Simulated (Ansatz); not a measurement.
Stepwise reaction of `COB(O)O` with hydrogen chloride, as a gas-phase model of exchange steps in deposition or etching. ΔE in kJ/mol.

Gas-phase electronic energies from Ansatz, PBE0-D4/def2-TZVP geometries. CBS: MP2 limit from def2 TZ/QZ plus the TZ coupled-cluster correction, frozen cores. This one scheme is used for every species. DFT in def2-TZVPP. B3LYP here is the variant with VWN-RPA as its local correlation; programs differ in this. Each species was taken in one conformer, which may not be the lowest.

| step | reaction | PBE-D4 | B3LYP-D4 | ωB97M-V | CCSD(T)/CBS |
| --- | --- | --- | --- | --- | --- |
| 2 | `COB(O)Cl` + HCl → `COB(Cl)Cl` + H₂O | 39.2 | 47.2 | 47.7 | 43.2 |

Question: Give the row of step 1, `COB(O)O` + HCl → `COB(O)Cl` + H₂O. (An estimate is asked.)

Answer: Ansatz gave: 
```csv
step,reaction,PBE-D4,B3LYP-D4,ωB97M-V,CCSD(T)/CBS
1,`COB(O)O` + HCl → `COB(O)Cl` + H₂O,32.7,40.6,39.6,37.1
```

Question: By hand: ΔE of the 2 steps together at CCSD(T)/CBS.

Answer: (37.1) + (43.2) = 80.3 kJ/mol, or 40.2 kJ/mol a step.

In ΔE each step is higher than the one before. All are uphill at CCSD(T)/CBS. PBE-D4 differs from CCSD(T)/CBS by -4.4 to -4.0 kJ/mol a step. Isolated molecules leave out the surface, adducts and barriers. Largest T1 diagnostic: 0.012.
